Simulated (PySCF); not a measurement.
Ga(F)2(vinyl) (C₂H₃F₂Ga), SMILES [Ga]([F])([CH]=C)[F].

Geometry: PBE-D3(BJ)/def2-SVP. Other conformers were not sampled.

Computed with PBE-D3(BJ)/def2-SVP run with PySCF.

Frequencies are harmonic and unscaled.

```
mode  ν (cm⁻¹)  IR (km/mol)  moving atoms (share of kinetic energy)
----  --------  -----------  --------------------------------------
1           77          1.6          C 40 %, H 26 %, F 25 %, Ga 9 %
2           86          2.4         F 46 %, C 27 %, Ga 13 %, H 13 %
3          179         14.8         Ga 34 %, F 31 %, H 22 %, C 13 %
4          191         26.6                         F 81 %, Ga 13 %
5          293          8.0          C 58 %, H 18 %, Ga 15 %, F 9 %
6          473         33.8                          H 67 %, C 30 %
7          563          2.2                  C 60 %, H 19 %, F 17 %
8          681         73.7                         F 70 %, Ga 22 %
9          701         70.2                         F 73 %, Ga 27 %
10         964          5.3                          H 86 %, C 13 %
11         966         22.5                          H 72 %, C 28 %
12        1002         17.1                                  H 94 %
13        1208          5.4                          H 72 %, C 28 %
14        1366         11.4                          H 84 %, C 16 %
15        1605          6.7                          C 85 %, H 15 %
16        3050          7.3                                  H 95 %
17        3101          1.4                           H 91 %, C 9 %
18        3147          1.5                          H 89 %, C 11 %
```
